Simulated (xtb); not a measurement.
FIn (SMILES [F][In]), singlet, geometry from GFN2-xTB (such geometries of metal compounds can be far from the true shape); GFN0-xTB in xtb.

xtb was given this input:
```
$ xtb mol.xyz --gfn 0 --json

# file mol.xyz
2

In    -0.00000000    -0.00000000    -0.31421463
F      0.00000000     0.00000000     1.71072408
```

The log (banner, timings and long lists left out):

```
   ID    Z sym.   atoms
    1   49 In     1
    2    9 F      2

           -------------------------------------------------
          |                Calculation Setup                |
           -------------------------------------------------

           -------------------------------------------------
          |                 G F N 0 - x T B                 |
           -------------------------------------------------

          ...................................................
          :                      SETUP                      :
          :.................................................:
          :  # basis functions                  14          :
          :  # atomic orbitals                  13          :
          :  # shells                            5          :
          :  # electrons                        10          :
          :  electronic temp.          300.0000000     K    :
          :  accuracy                    1.0000000          :
          :  -> integral cutoff          0.2500000E+02      :
          :  -> integral neglect         0.1000000E-07      :
          ...................................................

         :::::::::::::::::::::::::::::::::::::::::::::::::::::
         ::                     SUMMARY                     ::
         :::::::::::::::::::::::::::::::::::::::::::::::::::::
         :: total energy              -5.214960137722 Eh    ::
         :: gradient norm              0.042477469615 Eh/a0 ::
         :: HOMO-LUMO gap              6.818951317457 eV    ::
         ::.................................................::
         :: H0 energy                 -5.168187152728 Eh    ::
         :: repulsion energy           0.001759675964 Eh    ::
         :: electrostat energy        -0.048380029281 Eh    ::
         :: -> Gsolv                   0.000000000000 Eh    ::
         ::    -> Gsasa                0.000000000000 Eh    ::
         ::    -> Gshift               0.000000000000 Eh    ::
         :: dispersion energy         -0.000152631677 Eh    ::
         :: short-range corr.          0.000000000000 Eh    ::
         :: add. restraining           0.000000000000 Eh    ::
         :: total charge               0.000000000000 e     ::
         :::::::::::::::::::::::::::::::::::::::::::::::::::::

           -------------------------------------------------
          |                Property Printout                |
           -------------------------------------------------

    * Orbital Energies and Occupations

         #    Occupation            Energy/Eh            Energy/eV
      -------------------------------------------------------------
         1        2.0000           -0.8071964             -21.9649
         2        2.0000           -0.4700603             -12.7910
         3        2.0000           -0.4425486             -12.0424
         4        2.0000           -0.4425486             -12.0424
         5        2.0000           -0.4217398             -11.4761 (HOMO)
         6                         -0.1711479              -4.6572 (LUMO)
         7                         -0.1711479              -4.6572
         8                         -0.1060162              -2.8848
         9                         -0.0166576              -0.4533
        10                         -0.0166576              -0.4533
        11                          0.0023452               0.0638
        12                          0.0023452               0.0638
        13                          0.4491130              12.2210
      -------------------------------------------------------------
                  HL-Gap            0.2505918 Eh            6.8190 eV
             Fermi-level            0.0000000 Eh            0.0000 eV

     #   Z          covCN         q      C6AA      α(0)
     1  49 In       0.683     0.271   659.506    64.704
     2   9 F        0.683    -0.271    12.064     4.003

 Mol. C6AA /au·bohr⁶  :        817.378656
 Mol. C8AA /au·bohr⁸  :     105065.897642
 Mol. α(0) /au        :         68.706141

Wiberg/Mayer (AO) data.
largest (>0.10) Wiberg bond orders for each atom

 ---------------------------------------------------------------------------
     #   Z sym  total        # sym  WBO       # sym  WBO       # sym  WBO
 ---------------------------------------------------------------------------
     1  49 In   0.590 --     2 F    0.590
     2   9 F    0.590 --     1 In   0.590
 ---------------------------------------------------------------------------

Topologies differ in total number of bonds
Writing topology from bond orders to xtbtopo.mol

 dipole moment from electron density (au)
     X       Y       Z
  -0.0000  -0.0000  -2.4588  total (Debye):    6.250

           -------------------------------------------------
          | TOTAL ENERGY               -5.214960137722 Eh   |
          | GRADIENT NORM               0.042477469615 Eh/α |
          | HOMO-LUMO GAP               6.818951317457 eV   |
           -------------------------------------------------

normal termination of xtb
```
